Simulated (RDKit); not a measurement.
RDKit input (UFF):

```python
from rdkit import Chem
from rdkit.Chem import AllChem, rdDetermineBonds

mol = Chem.MolFromXYZFile('mol.xyz')
rdDetermineBonds.DetermineBonds(mol, charge=-1)
print('SMILES', Chem.MolToSmiles(Chem.RemoveHs(mol)))
ff = AllChem.UFFGetMoleculeForceField(mol)
e0 = ff.CalcEnergy()
flag = ff.Minimize(maxIts=5000, forceTol=1e-5)
print(f'energy {e0:.4f} -> {ff.CalcEnergy():.4f} kcal/mol, converged: {flag == 0}')
print(Chem.MolToXYZBlock(mol))
```
mol.xyz:
```
3

Si    -0.08497619    -0.52288476     0.02360404
O     -0.03550231     1.04350028    -0.04212334
H      1.47368503    -1.02761551     0.00653007
```

Output:

```
[18:10:50] UFFTYPER: Warning: hybridization set to SP3 for atom 0
[18:10:50] UFFTYPER: Unrecognized charge state for atom: 0
SMILES O=[SiH-]
energy 8.3320 -> 0.0000 kcal/mol, converged: True
3

Si     0.019690   -0.422120    0.016910
O      0.060973    1.107183   -0.047090
H      1.272543   -1.192063    0.018191
```

The dipole moment of an ion depends on the origin.
